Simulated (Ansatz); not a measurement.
A structure relaxed at PBE0-D4/def2-SVP in Ansatz, charge 0, singlet:

```xyz
6

Cs   -2.633    2.346   -0.597
Cs    2.354    0.092    2.691
Cs    0.273   -1.319   -1.319
Cl    2.432   -2.404    0.852
Cl    0.125    1.442    0.799
Cl   -2.551   -0.157   -2.426
```

Problem. Give its formula and point group.

Solution. Cs3Cl3. Point group Cs (tolerance 0.1 Å).

Problem. Summarise the bond lengths by kind (pairs closer than 1.2 times the sum of covalent radii, bridged metal pairs left out).

Solution. 7 × Cl–Cs 3.10 to 3.48 Å.

In the def2 sets Cs takes a core potential; there is no spin–orbit coupling. Another isomer (singlet) lies 0.02 eV lower at PBE0-D4/def2-TZVP; other spin states weren't run for this one.
